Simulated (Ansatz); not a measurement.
`[BH3-]C#[N+]C`, relaxed with RKS PBE0-D4/def2-TZVP in Ansatz 0.2.0 from a PBE-D4/def2-SVP geometry. The force threshold is 0.005 eV/Å; the program also tests the step.

Charge 0, multiplicity 1.

Start:

```xyz
10

B    -1.796   -0.142   -1.041
C    -0.473   -0.042   -0.275
N     0.544    0.037    0.316
C     1.759    0.139    1.020
H    -2.284    0.991   -1.053
H    -1.522   -0.539   -2.177
H    -2.504   -0.944   -0.428
H     1.640    0.803    1.900
H     2.085   -0.861    1.373
H     2.550    0.558    0.365
```

**Question.** How much energy does the relaxation release, and in how many steps? (Best estimate.)

**Answer.** Ansatz gave: 6.26 kJ/mol, in 28 steps, 5 of them rejected.

**Question.** Which bonds change most? (Estimate.)

**Answer.** Computed: C2–N3 from 1.179 to 1.155 Å; B1–H5 from 1.234 to 1.213 Å; B1–H6 from 1.233 to 1.213 Å; B1–H7 from 1.233 to 1.213 Å.

**Question.** Give the relaxed structure. (Estimate.)

**Answer.** The calculation gave: 
```xyz
10

B    -1.787   -0.141   -1.036
C    -0.463   -0.035   -0.268
N     0.535    0.044    0.310
C     1.749    0.137    1.014
H    -2.414    0.862   -0.766
H    -1.491   -0.203   -2.210
H    -2.327   -1.150   -0.637
H     1.752    1.043    1.623
H     1.866   -0.732    1.662
H     2.580    0.176    0.309
```
